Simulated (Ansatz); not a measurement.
Job for Ansatz (a first-principles code): R-PBE/def2-TZVPP on H3ISiSn (SMILES [SiH3][Sn][I]), a point of a torsion scan. Elements past Kr take the def2 small-core potentials; no spin–orbit coupling.

Ansatz 0.2 input:
```yaml
crystal:
  periodic: [false, false, false]
  atoms:
    - {symbol: Si, position_ang: [-0.77418913, 0.01565167, -0.01889918]}
    - {symbol: Sn, position_ang: [1.42807502, 1.47084574, 0.12348152]}
    - {symbol: I, position_ang: [3.20127981, -0.56009075, -0.20694765]}
    - {symbol: H, position_ang: [-1.08330899, -0.67784863, 1.24601346]}
    - {symbol: H, position_ang: [-1.98577010, 0.81337995, -0.29338736]}
    - {symbol: H, position_ang: [-0.79096605, -1.03685023, -1.04723087]}
basis:
  gaussian:
    orbitals: def2-TZVPP
hamiltonian:
  xc: {name: PBE}
scf: {lower_state_search: off}
```

The head of its log:

```
WARN ansatz: RAYON_NUM_THREADS=1 ignored (pool sized by the plan → 1); use --threads N
Functional definition: PBE
these checks for a lower state are left out or cut short: stability, starts, cluster_reference, orbital_swaps, neighbouring_geometries, increment
integrals: 0.11 GiB planned
1220 factors; their error is unknown
mean field: 0.69 GiB planned
mean field evaluation 1: about -21853.8903 eV, gradient 2.2e1 eV
mean field evaluation 2: about -21850.3742 eV, gradient 3.7e1 eV
```

Q: What total energy does the run end on?

A: -803.1901 hartree.
